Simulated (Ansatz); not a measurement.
HfTe₂⁺ (the lowest doublet isomer of a short search) was relaxed with B3LYP-D4 (def2-TZVP) in Ansatz in these states: charge +1 doublet, charge +1 quartet. The geometries follow in no particular order.

In the def2 sets Hf, Te take a core potential; there is no spin–orbit coupling.

A:

```xyz
3

Hf    1.164    0.207   -0.698
Te   -0.017   -1.629    0.839
Te   -1.147    1.422   -0.141
```

B:

```xyz
3

Hf   -0.037    1.008    0.642
Te    1.180   -1.244    0.907
Te   -1.143    0.236   -1.549
```

Task: Judge from the bond lengths which geometry belongs to which state (an estimate).

Result: A is the charge +1 quartet (Hf1–Te3 2.670 Å, Hf1–Te2 2.670 Å); B is the charge +1 doublet (Hf1–Te3 2.573 Å, Hf1–Te2 2.573 Å).

At PBE0-D4/def2-TZVP a doublet lies 0.96 eV below the charge +1 quartet. These are the stationary points nearest to one start from a short search; other shapes may lie lower in each state.
